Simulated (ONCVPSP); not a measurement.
## Building the ONCV potential for Si (PBE, scalar-relativistic).

```json
{
  "Element": "silicon",
  "Generator": "ONCVPSP 4.0.1",
  "Type": "optimised norm-conserving Vanderbilt (ONCV)",
  "Functional": "PBE",
  "Relativity": "scalar-relativistic",
  "Frozen core": "[Ne]",
  "Valence charge": "4",
  "Reference configuration": "3s2 3p2",
  "Partial waves": "3s: rc 1.60 bohr, ncon 4, nbas 7, qcut 4.7 1/bohr, 2 projectors, debl 1.9 Ha; 3p: rc 2.35 bohr, ncon 4, nbas 8, qcut 3.6 1/bohr, 2 projectors, debl 2.3 Ha; d scattering state at 0.2 Ha: rc 2.50 bohr, ncon 4, nbas 9, qcut 4 1/bohr, 3 projectors, debl 3.2 Ha",
  "Local potential": "polynomial inside 1.20 bohr (lpopt 5, dvloc0 4 Ha)",
  "Core correction": "none"
}
```

Task: Estimate the cutoffs (Ha) at which the residual kinetic energy of the hardest occupied pseudo-wave falls to 1 and 0.1 mHa per electron.

Result: 8.1 Ha and 10 Ha. The cutoffs count occupied waves only; projector 2 of the d channel, the hardest unoccupied one, needs 59 Ha at the loose tolerance.

Task: Does the potential have ghost states?

Result: No bound ghost flagged; GHOST(+) flagged for s at 144.2 eV.

Task: Which valence shell sets the plane-wave cutoff?

Result: 3s: 8 Ha for 1 mHa per electron, against 3 Ha for 3p.

Task: Tests: 3s2 3p1; 3s2 3p0; 3s1 3p0; 3s2 3p1.5. Which has the largest error in its energy relative to the reference configuration, and how large is it?

Result: 3s1 3p0, with +50 meV (all-electron minus pseudo) on +57.70 eV.
